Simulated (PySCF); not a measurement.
PySCF input for C3H10OSi2, SMILES C[Si](C)([SiH3])C=O, PBE-D3(BJ)/def2-SVP. Geometry optimised at PBE-D3(BJ)/def2-SVP. This is a generated structure with no PubChem entry under its InChIKey; it may be hypothetical. Other conformers were not sampled.

```python
import numpy as np
from pyscf import gto, scf, dft, df
from pyscf.hessian import thermo

mol = gto.M(
    atom='''
    C    -1.19609467   -1.83412452    0.45754307
    Si   -0.31589320   -0.16935301    0.23576947
    C    -0.79658201    1.13933015    1.50899834
    Si    2.01869834   -0.50352084    0.17262833
    C    -0.76719237    0.58128043   -1.50274824
    O    -0.89736568    1.78312839   -1.67019157
    H    -0.95618703   -2.52324304   -0.37768867
    H    -2.29647049   -1.69500421    0.48736300
    H    -0.88713554   -2.32537778    1.40231521
    H    -0.27662136    1.01177786    2.47839686
    H    -0.54163298    2.13296217    1.08740901
    H    -1.89067199    1.11714914    1.69073456
    H     2.39294824   -1.42247488   -0.96246025
    H     2.74155840    0.80416223   -0.01526723
    H     2.49788937   -1.13223040    1.45769277
    H    -0.88480869   -0.13143058   -2.38729093
    ''',
    basis='def2-SVP',
    charge=0,
    spin=0,
    max_memory=1600,
    verbose=3,
)
mf = dft.RKS(mol, xc='pbe').density_fit(auxbasis='def2-universal-jkfit')
mf.disp = 'd3bj'
mf.grids.level = 3
mf.conv_tol = 1e-11
mf.max_cycle = 100
mf.kernel()

# analytic Hessian; the response equations are solved on a coarser grid
h, args, fine = mf.Hessian(), (mf.mo_energy, mf.mo_coeff, mf.mo_occ), mf.grids
h.max_memory = max(150, 2.5e-5 * df.make_auxmol(mol, mf.with_df.auxbasis).nao * mol.nelec[0] * (mol.nelec[0] + mol.nao))  # MB; small integral blocks
h1ao = h.make_h1(mf.mo_coeff, mf.mo_occ)
mf.grids = dft.Grids(mol).set(level=1).build(with_non0tab=True)
mo1, mo_e1 = h.solve_mo1(*args, h1ao)
mf.grids = fine
hess = h.hess_elec(*args, mo1, mo_e1, h1ao) + h.hess_nuc()
if mf.do_disp():
    hess += h.get_dispersion()
for i in range(mol.natm):  # the analytic DFT Hessian lacks the response of the grid: restore translational invariance
    hess[i, i] -= hess[i].sum(axis=0)
hess = (hess + hess.transpose(1, 0, 3, 2)) / 2
vib = thermo.harmonic_analysis(mol, hess, imaginary_freq=False)
thermo.dump_normal_mode(mol, vib)
th = thermo.thermo(mf, vib['freq_au'][vib['freq_au'] > 0], 298.15, 101325)
thermo.dump_thermo(mol, th)
g0 = mf.nuc_grad_method().set(verbose=0).kernel()

# dipole derivatives [dipole axis, atom, xyz] from the same response
r, irp = mol.intor('int1e_r'), mol.intor('int1e_irp').reshape(3, 3, mol.nao, mol.nao)
sl, dm0, ok = mol.aoslice_by_atom(), np.array(mf.make_rdm1()), []
dmu = np.einsum('a,xt->xat', mol.atom_charges(), np.eye(3))
for a, (_, _, p0, p1) in enumerate(sl):
    dmu[:, a] += 2 * np.einsum('xtij,ij->xt', irp[:, :, :, p0:p1], dm0.reshape(-1, mol.nao, mol.nao).sum(0)[:, p0:p1])
    for u, c, occ, f in [(mo1, mf.mo_coeff, mf.mo_occ, 4)]:
        dmu[:, a] -= f * np.einsum('tui,xuv,vi->xt', u[a], r, c[:, occ > 0], optimize=True)
L = vib['norm_mode']
ir = 974.8801 * (np.einsum('xat,kat->kx', dmu, L) ** 2).sum(1)       # km/mol
apt = np.einsum('xax->a', dmu) / 3
print('mode   freq/cm-1   IR/(km/mol)')
for k, w in enumerate(vib['freq_wavenumber']):
    print(f'{k + 1:4d} {w:11.2f} {ir[k]:13.3f}')
print('max |gradient| / (hartree/bohr):', abs(g0).max())
print('APT charges:', apt.round(4))
```

Program output:

```
converged SCF energy = -773.674612846024

WARN: DFTD3 does not support analytical Hessian, using finite difference


WARN: Mole.unit (angstrom) is changed to Bohr

Mode                                 0                   1                   2
Irrep
Freq [cm^-1]                       56.2499             86.7338            101.0592
Reduced mass [au]                   5.9017              1.0672              1.0969
Force const [Dyne/A]                0.0110              0.0047              0.0066
Char temp [K]                      80.9310            124.7907            145.4016
Normal mode                   x     y     z       x     y     z       x     y     z
       0   C                -0.01 -0.04  0.04   -0.00  0.00  0.02    0.02 -0.02 -0.01
       1  Si                -0.04 -0.03  0.02   -0.00  0.01  0.02   -0.00 -0.00  0.01
       2   C                -0.02 -0.03  0.03   -0.01  0.01  0.01   -0.03  0.03 -0.04
       3  Si                -0.03  0.06 -0.05   -0.01  0.00 -0.02   -0.00 -0.02 -0.00
       4   C                -0.03 -0.02  0.02    0.02 -0.02  0.00    0.01  0.01  0.01
       5   O                 0.18  0.00 -0.01    0.02 -0.02 -0.02    0.01  0.02  0.03
       6   H                -0.01 -0.04  0.04    0.00  0.00  0.02    0.04 -0.01 -0.01
       7   H                -0.01 -0.06  0.06   -0.00  0.00  0.01    0.02 -0.03 -0.02
       8   H                 0.02 -0.03  0.04   -0.01  0.01  0.02    0.02 -0.02 -0.01
       9   H                -0.01 -0.03  0.02    0.03  0.07 -0.01    0.34  0.40 -0.18
      10   H                -0.02 -0.03  0.02   -0.08  0.01 -0.04   -0.50  0.03 -0.33
      11   H                -0.02 -0.02  0.04   -0.01 -0.03  0.06    0.04 -0.31  0.34
      12   H                -0.03  0.04 -0.03    0.02  0.44 -0.36   -0.03 -0.08  0.04
      13   H                -0.11  0.09 -0.13    0.01  0.07  0.51    0.02 -0.04 -0.07
      14   H                 0.06  0.13 -0.05   -0.05 -0.50 -0.25   -0.00  0.04  0.03
      15   H                -0.19 -0.02  0.05    0.06 -0.03  0.01    0.02  0.04 -0.01
Mode                                 3                   4                   5
Irrep
Freq [cm^-1]                      117.4672            129.0235            133.7463
Reduced mass [au]                   2.2762              2.5597              1.9938
Force const [Dyne/A]                0.0185              0.0251              0.0210
Char temp [K]                     169.0092            185.6361            192.4312
Normal mode                   x     y     z       x     y     z       x     y     z
       0   C                 0.08 -0.01  0.04   -0.11  0.04 -0.06   -0.08 -0.00  0.05
       1  Si                 0.00  0.03  0.03    0.01 -0.00  0.05    0.00 -0.06 -0.02
       2   C                -0.13  0.02 -0.01   -0.00 -0.02  0.06    0.01  0.01 -0.09
       3  Si                -0.01 -0.04 -0.05    0.01  0.03 -0.03    0.02  0.03 -0.01
       4   C                 0.08  0.02  0.01    0.11 -0.04  0.02    0.04  0.00 -0.01
       5   O                 0.00  0.01  0.02   -0.03 -0.06 -0.03   -0.01  0.01  0.10
       6   H                 0.19 -0.04  0.10   -0.17  0.10 -0.12    0.10 -0.18  0.24
       7   H                 0.06 -0.08 -0.06   -0.09  0.15 -0.05   -0.08  0.04 -0.24
       8   H                 0.03  0.07  0.10   -0.16 -0.07 -0.10   -0.32  0.18  0.22
       9   H                -0.29 -0.01  0.07    0.05  0.02  0.04   -0.03  0.03 -0.06
      10   H                -0.07  0.03  0.06   -0.07 -0.01  0.05    0.07 -0.02 -0.13
      11   H                -0.16  0.02 -0.18    0.01 -0.07  0.11    0.00  0.06 -0.13
      12   H                -0.20 -0.11 -0.06   -0.05 -0.00 -0.03    0.09  0.09 -0.03
      13   H                 0.08 -0.11 -0.17   -0.08  0.06 -0.17   -0.09  0.09  0.01
      14   H                 0.07 -0.05 -0.09    0.16  0.12 -0.05    0.08  0.05 -0.03
      15   H                 0.22  0.02 -0.02    0.32 -0.07  0.02    0.10  0.08 -0.07
Mode                                 6                   7                   8
Irrep
Freq [cm^-1]                      147.0240            178.6007            189.3798
Reduced mass [au]                   1.3387              2.2836              2.4479
Force const [Dyne/A]                0.0170              0.0429              0.0517
Char temp [K]                     211.5347            256.9666            272.4754
Normal mode                   x     y     z       x     y     z       x     y     z
       0   C                -0.01 -0.02  0.03    0.01 -0.00  0.11    0.06 -0.08 -0.06
       1  Si                -0.00 -0.03 -0.00   -0.03 -0.00 -0.05   -0.05 -0.00  0.03
       2   C                -0.02  0.04 -0.09    0.03 -0.08  0.05    0.10  0.08 -0.01
       3  Si                 0.00  0.01 -0.00   -0.03  0.01  0.00   -0.07  0.01  0.00
       4   C                 0.04  0.00  0.00    0.09  0.04 -0.07    0.06 -0.01  0.01
       5   O                -0.00  0.01  0.07   -0.02  0.03 -0.03   -0.01 -0.01  0.02
[...]
Mode                                33                  34                  35
Irrep
Freq [cm^-1]                     2151.3785           2162.1361           2674.7698
Reduced mass [au]                   1.0481              1.0492              1.0810
Force const [Dyne/A]                2.8583              2.8898              4.5568
Char temp [K]                    3095.3547           3110.8324           3848.3982
Normal mode                   x     y     z       x     y     z       x     y     z
       0   C                -0.00  0.00 -0.00   -0.00  0.00 -0.00    0.00 -0.00  0.00
       1  Si                 0.00  0.00  0.00    0.00 -0.00 -0.00   -0.00  0.00 -0.00
       2   C                -0.00 -0.00 -0.00    0.00  0.00  0.00    0.00  0.00 -0.00
       3  Si                -0.00  0.00  0.04   -0.01 -0.04  0.00   -0.00  0.00  0.00
       4   C                -0.00 -0.00 -0.00    0.00 -0.00  0.00    0.01  0.04  0.06
       5   O                -0.00  0.00 -0.00   -0.00  0.00 -0.00   -0.00  0.00 -0.00
       6   H                -0.00 -0.00  0.00    0.00  0.00 -0.00   -0.00 -0.00  0.00
       7   H                -0.00 -0.00 -0.00   -0.00 -0.00  0.00    0.00 -0.00  0.00
       8   H                 0.00  0.00  0.00    0.00  0.00 -0.00   -0.00 -0.00 -0.00
       9   H                 0.00 -0.00 -0.00   -0.00 -0.00  0.00   -0.00  0.00  0.00
      10   H                -0.00  0.00  0.00   -0.00  0.00  0.00   -0.00 -0.00 -0.00
      11   H                -0.00  0.00  0.00    0.00  0.00 -0.00    0.00 -0.00 -0.00
      12   H                 0.20 -0.49 -0.60   -0.09  0.19  0.25    0.00 -0.00 -0.00
      13   H                 0.09  0.18 -0.01    0.44  0.78 -0.11    0.00  0.00 -0.00
      14   H                -0.17  0.22 -0.44   -0.06  0.06 -0.14    0.00 -0.00  0.00
      15   H                -0.00  0.00  0.00    0.00 -0.00 -0.00   -0.10 -0.58 -0.75
Mode                                36                  37                  38
Irrep
Freq [cm^-1]                     2972.3543           2976.1035           3071.8372
Reduced mass [au]                   1.0350              1.0345              1.1026
Force const [Dyne/A]                5.3873              5.3985              6.1299
Char temp [K]                    4276.5560           4281.9503           4419.6899
Normal mode                   x     y     z       x     y     z       x     y     z
       0   C                 0.03  0.04 -0.00   -0.00 -0.00  0.00   -0.08  0.04  0.00
       1  Si                -0.00 -0.00  0.00   -0.00  0.00  0.00   -0.00  0.00  0.00
       2   C                 0.00 -0.00 -0.00    0.02 -0.04 -0.03   -0.00 -0.00  0.00
       3  Si                -0.00  0.00 -0.00   -0.00 -0.00 -0.00    0.00  0.00  0.00
       4   C                 0.00  0.00  0.00    0.00 -0.00  0.00    0.00 -0.00  0.00
       5   O                -0.00  0.00 -0.00   -0.00  0.00  0.00    0.00 -0.00  0.00
       6   H                 0.13 -0.34 -0.43   -0.01  0.02  0.02    0.09 -0.28 -0.35
       7   H                -0.59  0.09  0.01    0.03 -0.01 -0.00    0.74 -0.09 -0.02
       8   H                 0.16 -0.23  0.46   -0.01  0.01 -0.03    0.09 -0.15  0.31
       9   H                 0.01 -0.00  0.02    0.25 -0.07  0.45    0.00  0.00  0.00
      10   H                 0.01  0.03 -0.01    0.14  0.51 -0.23    0.00  0.02 -0.01
      11   H                -0.03 -0.00  0.01   -0.60 -0.02  0.09    0.02 -0.00 -0.00
      12   H                 0.00 -0.00 -0.00    0.00  0.00  0.00    0.00 -0.00 -0.00
      13   H                 0.00 -0.00  0.00    0.00  0.00  0.00    0.00  0.00 -0.00
      14   H                 0.00 -0.00  0.00    0.00 -0.00  0.00    0.00 -0.00 -0.00
      15   H                -0.00 -0.00 -0.00   -0.00 -0.00 -0.00   -0.00  0.00 -0.00
Mode                                39                  40                  41
Irrep
Freq [cm^-1]                     3074.9943           3075.8524           3089.2031
Reduced mass [au]                   1.1021              1.1021              1.1034
Force const [Dyne/A]                6.1399              6.1431              6.2041
Char temp [K]                    4424.2321           4425.4667           4444.6754
Normal mode                   x     y     z       x     y     z       x     y     z
       0   C                -0.00 -0.00 -0.02    0.01  0.01  0.08   -0.00  0.00  0.00
       1  Si                 0.00  0.00 -0.00    0.00  0.00  0.00   -0.00  0.00 -0.00
       2   C                 0.07  0.04 -0.01    0.02  0.01 -0.00   -0.04  0.04 -0.07
       3  Si                -0.00  0.00  0.00   -0.00  0.00  0.00    0.00 -0.00  0.00
       4   C                -0.00  0.00 -0.00    0.00  0.00 -0.00   -0.00  0.00  0.00
       5   O                 0.00 -0.00 -0.00   -0.00  0.00 -0.00    0.00 -0.00 -0.00
       6   H                -0.04  0.10  0.12    0.14 -0.39 -0.45    0.00 -0.01 -0.01
       7   H                 0.03 -0.01 -0.01   -0.04  0.01  0.02    0.00 -0.00  0.00
       8   H                 0.06 -0.09  0.17   -0.19  0.31 -0.57   -0.00  0.00 -0.01
       9   H                -0.08  0.03 -0.17   -0.03  0.01 -0.06    0.37 -0.09  0.68
      10   H                -0.12 -0.51  0.21   -0.03 -0.14  0.06   -0.13 -0.45  0.18
      11   H                -0.68 -0.01  0.11   -0.19 -0.00  0.03    0.18  0.01 -0.04
      12   H                -0.00  0.00  0.00    0.00 -0.00 -0.00    0.00 -0.00  0.00
      13   H                -0.00 -0.00  0.00   -0.00 -0.00 -0.00    0.00 -0.00  0.00
      14   H                 0.00 -0.00 -0.00   -0.00  0.00 -0.00    0.00 -0.00  0.00
      15   H                 0.00  0.00  0.00   -0.00 -0.00 -0.00    0.00  0.00  0.00
temperature 298.1500 [K]
pressure 101325.00 [Pa]
Rotational constants [GHz] 2.21321 1.57862 1.33821
Symmetry number 1
Zero-point energy (ZPE) 0.11334 [Eh]   297575.155 [J/mol]
                           tot       elec      trans        rot        vib
Entropy [J/mol/K]       432.272      0.000    168.274    119.750    144.248
Cv [J/mol/K]            157.718      0.000     12.472     12.472    132.774
Cp [J/mol/K]            166.032      0.000     20.786     12.472    132.774
Internal energy [J/mol]                      3718.434   3718.434 319685.930
Internal energy [Eh]   -773.55002  -773.67461
Enthalpy [J/mol]                             6197.391   3718.434 319685.930
Enthalpy [Eh]          -773.54907
Gibbs free energy [J/mol]                  -43973.529 -31985.137 276678.481
Gibbs free energy [Eh] -773.59816
mode   freq/cm-1   IR/(km/mol)
   1       56.25         3.845
   2       86.73         0.314
   3      101.06         0.968
   4      117.47         0.850
   5      129.02         3.113
   6      133.75         3.809
   7      147.02         1.216
   8      178.60         0.496
   9      189.38         1.234
  10      351.12         6.998
  11      410.01         4.811
  12      464.83         3.615
  13      476.98         5.236
  14      594.62        18.010
  15      651.37        14.780
  16      686.09         3.424
  17      742.81         1.128
  18      760.27        43.872
  19      769.53        35.311
  20      812.16       278.901
  21      835.76        44.225
  22      869.08         3.180
  23      902.48        35.569
  24      903.34        36.730
  25     1205.04        25.161
  26     1212.73         5.481
  27     1331.64        12.225
  28     1373.99         2.481
  29     1378.63         1.593
  30     1385.65         6.511
  31     1386.37         7.642
  32     1721.28       130.264
  33     2136.98        68.650
  34     2151.38        77.811
  35     2162.14        75.058
  36     2674.77       211.570
  37     2972.35         3.795
  38     2976.10         3.290
  39     3071.84         2.236
  40     3074.99         1.383
  41     3075.85         1.829
  42     3089.20         0.435
max |gradient| / (hartree/bohr): 4.203438294805243e-05
APT charges: [-0.3452  0.8209 -0.3514  0.5887  0.4421 -0.5463  0.0266  0.0107  0.0276
  0.0324  0.0494  0.0115 -0.2173 -0.2114 -0.2268 -0.1116]
```

The calculation finished and met its thresholds.
